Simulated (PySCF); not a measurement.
Se (selenium, neutral): UHF calculation

Configuration: [Ar] 3d10 4s1 4p4 5s1, high-spin 5P determinant (an excited configuration). All numbers are calculated (PySCF 2.14, scalar relativity through the core potential, in aug-cc-pVTZ-PP with one added diffuse shell each of s, d, f type with ECP10MDF (7s5p5d3f, 68 functions)).

```
Total energy                                                  : -371.276812 hartree
One-electron energy                                           : -649.5591 hartree
Hartree (Coulomb) energy                                      : 305.8589 hartree
Exchange energy                                               : -27.5766 hartree
⟨S²⟩                                                          : 6.0126
⟨L²⟩                                                          : 2.050
Sum of ⟨r⟩                                                    : 27.19 bohr
Sum of ⟨r²⟩                                                   : 73.71 bohr²
Traceless quadrupole moment −½Σ⟨3z² − r²⟩ along its main axis : 0.103 e·bohr²
```

```tsv
shell	electrons	mean orbital energy (hartree)	spread (hartree)	rms radius, mean of both spins (bohr)
3s α	1	-9.19442	0	0.615
3s β	1	-9.14479	0	0.615
3p α	3	-7.07325	0.01883	0.637
3p β	3	-7.03801	0.00088	0.637
3d α	5	-2.87276	0.01782	0.688
3d β	5	-2.84926	0.00888	0.688
4s α	1	-1.21876	0	1.86
4p α	3	-0.64221	0.05790	2.30
4p β	1	-0.43596	0	2.30
5s α	1	-0.13010	0	6.42
```

Energies and moments cover only the electrons outside the core potential. The outer electron is Rydberg-like, and this basis confines it to a smaller radius and binds it less than a complete one would.
